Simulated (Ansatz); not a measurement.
Si(NCS)2Cl2 (SiC₂S₂N₂Cl₂). Charge 0, multiplicity 1. Geometry r2SCAN-D4/def2-SVP, basis def2-TZVP, Ansatz.

```csv
atom,x (Å),y (Å),z (Å)
Si1,-0.1073,-0.2935,-0.8046
N2,-1.2225,-0.4602,0.4611
C3,-2.0624,-0.6149,1.3107
S4,-3.1489,-0.8110,2.4236
N5,1.2522,0.5436,-0.2347
C6,2.2501,1.1296,0.0995
S7,3.5447,1.8935,0.5447
Cl8,-0.9621,0.7534,-2.3343
Cl9,0.4561,-2.1406,-1.4661
```

| run | HOMO (eV) | LUMO (eV) |
| --- | --- | --- |
| A | -7.10 | -2.35 |
| B | -6.76 | -2.42 |
| C | -9.15 | -0.61 |
| D | -7.95 | -1.70 |
| E | -6.62 | -2.33 |
| F | -6.81 | -2.51 |

The runs used BLYP, CAM-B3LYP, PBE, PBE0, r2SCAN, revPBE. Estimate which is which.

A r2SCAN (0 % exact exchange); B revPBE (0 % exact exchange); C CAM-B3LYP (range-separated); D PBE0 (25 % exact exchange); E BLYP (0 % exact exchange); F PBE (0 % exact exchange). Exact exchange lowers occupied and raises empty levels; among semilocal functionals meta-GGAs tend to open the gap a little, and such runs are hard to tell apart. The gap grows from 4.29 eV (BLYP) to 8.54 eV (CAM-B3LYP).
